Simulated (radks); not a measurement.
Values are calculated unless marked as measured or tabulated.
Question: All-electron atom: O3+ in [He] 2s2 2p1. Code: a radial shooting solver on a logarithmic mesh with Libxc functionals. Model: Dirac Kohn-Sham, exchange-only PBE, spin-unpolarised, spherical densities, finite nucleus; open shells fill j = l - 1/2 first; Fermi nuclear charge, rms radius 2.6991 fm. Some entries of the table are withheld. Estimate them.

| orbital | occ. | eigenvalue (eV) | <r> (bohr) | <1/r> (bohr^-1) |
|---|---|---|---|---|
| 1s1/2 | 2 | -585.9834 | (1) | (2) |
| 2s1/2 | 2 | (3) | 0.9797 | (4) |
| 2p1/2 | 1 | (5) | 0.9207 | (6) |
| 2p3/2 | 0 | (7) | 0.9216 | (8) |

Answer: 
(1) 1s1/2 <r> (bohr): 0.1991
(2) 1s1/2 <1/r> (bohr^-1): 7.644
(3) 2s1/2 eigenvalue (eV): -78.3391
(4) 2s1/2 <1/r> (bohr^-1): 1.489
(5) 2p1/2 eigenvalue (eV): -63.9942
(6) 2p1/2 <1/r> (bohr^-1): 1.404
(7) 2p3/2 eigenvalue (eV): -63.9312
(8) 2p3/2 <1/r> (bohr^-1): 1.402
